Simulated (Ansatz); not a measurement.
A structure relaxed at PBE0-D4/def2-TZVP, charge 0, multiplicity 1:

| atom | x (Å) | y (Å) | z (Å) |
| --- | --- | --- | --- |
| C1 | 0.241 | 0.052 | 0.670 |
| Sn2 | -0.585 | 1.221 | -0.973 |
| Br3 | -0.802 | -0.774 | -2.525 |
| H4 | 1.152 | -0.451 | 0.334 |
| H5 | -0.476 | -0.722 | 0.956 |
| H6 | 0.469 | 0.674 | 1.538 |

(1) Give its formula and SMILES.

(2) Point group (tolerance 0.08 Å, 0.16 Å for H)?

(3) Summarise the bond lengths by kind.

Answers

(1) CH3BrSn, `[CH3][Sn][Br]`.

(2) Cs.

(3) 1 × C–Sn 2.178 Å; 3 × C–H 1.092 to 1.094 Å; 1 × Br–Sn 2.536 Å.

All numbers were calculated with Ansatz.
